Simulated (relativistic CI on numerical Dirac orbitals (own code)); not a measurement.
Re⁶¹⁺: computed level list

These numbers are calculated, not measured: Dirac-Coulomb-Breit CI, KLI orbitals optimised for each configuration, model QED, unscaled Slater integrals (own radial code, finite nucleus).

Configurations in the expansion (outside the closed core [Ne]): 3s2.3p2, 3s2.3p.3d, 3s.3p3, 3s2.3d2, 3p4, 3s.3p2.3d, 3p2.3d2, 3s.3p.3d2, 3p3.3d, 3s2.3d.4s, 3s2.3d.4p, 3s.3p.3d.4s, 3p3.4s, 3s2.3p.4s, 3s.3p.3d.4p, 3p3.4p, 3s2.3p.4p, 3p2.3d.4s, 3s2.3p.4d, 3p2.3d.4p, 3s2.3p.4f, 3s.3p2.4s, 3s.3p2.4p, 3s.3p2.4d, 3s.3p2.4f, 3s2.4s2, 3s2.3p.5s, 3s2.3p.5p, 3s2.4s.4p, 3s2.3p.5d, 3s2.3p.5f, 3s2.3p.5g, 3s2.4p2, 3s.3p.4s2, 3s.3p2.5s, 3s.3p.4s.4p. Levels of other configurations are missing.

```tsv
No.	Configuration	Term	J	E (Ry)	%	jj configuration (%)
41	3s.3p2(1D)<2D>.3d	3G	3	86.644	45	3s 3p1/2 3p3/2 3d3/2 (98)
42	3s.3p2(3P)<2P>.3d	3D	1	86.756	44	3s 3p1/2 3p3/2 3d3/2 (96)
43	3s.3p2(1D)<2D>.3d	3D	1	88.666	47	3s 3p1/2 3p3/2 3d3/2 (92)
44	3s.3p2(3P)<4P>.3d	5D	4	88.734	47	3s 3p1/2 3p3/2 3d5/2 (99)
45	3s.3p2(3P)<2P>.3d	3F	2	88.789	31	3s 3p1/2 3p3/2 3d3/2 (73)
46	3s.3p2(1D)<2D>.3d	3P	0	88.963	55	3s 3p1/2 3p3/2 3d3/2 (56)
47	3s.3p2(3P)<4P>.3d	3P	2	90.376	33	3s 3p1/2 3p3/2 3d5/2 (95)
48	3s.3p2(1D)<2D>.3d	3G	5	90.507	59	3s 3p1/2 3p3/2 3d5/2 (99)
49	3s.3p2(3P)<4P>.3d	3F	3	91.145	44	3s 3p1/2 3p3/2 3d5/2 (95)
50	3s.3p2(1D)<2D>.3d	3D	3	91.955	63	3s 3p1/2 3p3/2 3d5/2 (96)
51	3s.3p2(3P)<4P>.3d	3P	1	91.987	39	3s 3p1/2 3p3/2 3d5/2 (90)
52	3s2.3d2	3F	2	91.995	27	3s 3p1/2 3p3/2 3d5/2 (45)
53	3s.3p2(1D)<2D>.3d	3F	4	92.181	41	3s 3p1/2 3p3/2 3d5/2 (92)
54	3s.3p2(1D)<2D>.3d	1D	2	92.759	30	3s 3p1/2 3p3/2 3d5/2 (46)
55	3s.3p2(3P)<2P>.3d	3D	3	93.047	39	3s 3p1/2 3p3/2 3d5/2 (91)
56	3s.3p2(3P)<2P>.3d	3F	4	93.285	48	3s 3p1/2 3p3/2 3d5/2 (89)
57	3s.3p2(3P)<4P>.3d	3D	1	93.481	38	3s 3p1/2 3p3/2 3d5/2 (91)
58	3s2.3d2	3P	0	94.207	39	3d3/2^2 (64)
59	3s.3p2(1D)<2D>.3d	3S	1	94.411	27	3s 3p1/2 3p3/2 3d5/2 (90)
60	3s.3p2(3P)<2P>.3d	1F	3	94.537	37	3s 3p1/2 3p3/2 3d5/2 (86)
61	3s.3p2(1D)<2D>.3d	3D	2	94.592	26	3s 3p1/2 3p3/2 3d5/2 (80)
62	3s.3p2(1D)<2D>.3d	1S	0	94.769	42	3s 3p1/2 3p3/2 3d5/2 (68)
63	3s.3p2(3P)<2P>.3d	3D	2	95.222	33	3s 3p1/2 3p3/2 3d5/2 (94)
64	3s.3p3(2P°)	3P°	2	97.303	50	3s 3p3/2^3 (97)
65	3s2.3d2	3F	3	97.834	78	3d3/2 3d5/2 (78)
66	3p3(2D°).3d	3F°	2	98.276	21	3p3/2 3d3/2 (65)
67	3s2.3d2	1G	4	98.618	60	3d3/2 3d5/2 (85)
68	3s2.3d2	3P	2	98.723	40	3d3/2 3d5/2 (78)
69	3s2.3d2	3P	1	99.058	81	3d3/2 3d5/2 (81)
70	3p3(2P°).3d	3P°	0	99.259	51	3p3/2 3d3/2 (82)
71	3p3(2P°).3d	3D°	1	99.644	21	3p3/2 3d3/2 (65)
72	3p3(2P°).3d	3F°	3	99.688	24	3p3/2 3d3/2 (83)
73	3s.3p3(2P°)	1P°	1	100.025	28	3s 3p3/2^3 (70)
74	3s.3p<3P°>.3d2(3F)	5G°	2	100.183	49	3s 3p1/2 3d3/2^2 (75)
75	3s.3p<3P°>.3d2(3F)	5G°	3	101.368	27	3s 3p1/2 3d3/2^2 (85)
76	3s.3p<3P°>.3d2(3P)	5D°	0	103.422	50	3s 3p1/2 3d3/2^2 (80)
77	3s.3p<1P°>.3d2(3F)	3D°	1	103.745	40	3s 3p1/2 3d3/2^2 (94)
78	3s2.3d2	3F	4	103.801	66	3d5/2^2 (93)
79	3s.3p<3P°>.3d2(1S)	3P°	1	104.190	30	3s 3p1/2 3d3/2^2 (91)
80	3s.3p<3P°>.3d2(3F)	3D°	2	104.327	27	3s 3p1/2 3d3/2^2 (85)
81	3s2.3d2	1D	2	104.576	45	3d5/2^2 (95)
82	3p3(2P°).3d	3F°	4	105.681	43	3p3/2 3d5/2 (86)
83	3p3(2D°).3d	3D°	2	106.142	26	3p3/2 3d5/2 (71)
84	3s.3p<3P°>.3d2(3F)	5G°	3	106.473	20	3s 3p1/2 3d3/2 3d5/2 (74)
85	3s2.3d2	1S	0	106.611	66	3d5/2^2 (93)
```

Energies count from the lowest computed level; ° marks odd parity. Percentages are summed over parent terms; the parents shown are those of the largest component, closed shells are left out there, and <> holds an intermediate term. Filled j subshells are mostly left out of the jj labels.

The mean weight of the leading LS term, summed over parents, in these 45 levels is 42 %, and that of the leading jj configuration (from the same eigenvectors) 83 %, so jj coupling describes them better and the LS labels are nominal.

At this charge energies of transitions that change n are usually good to better than 1 %, and those within a shell (Δn = 0) to a few per cent.

LS names give the leading component of a level, which can be under half, so a name can repeat, a term be missing and a line seem to break the LS rules.
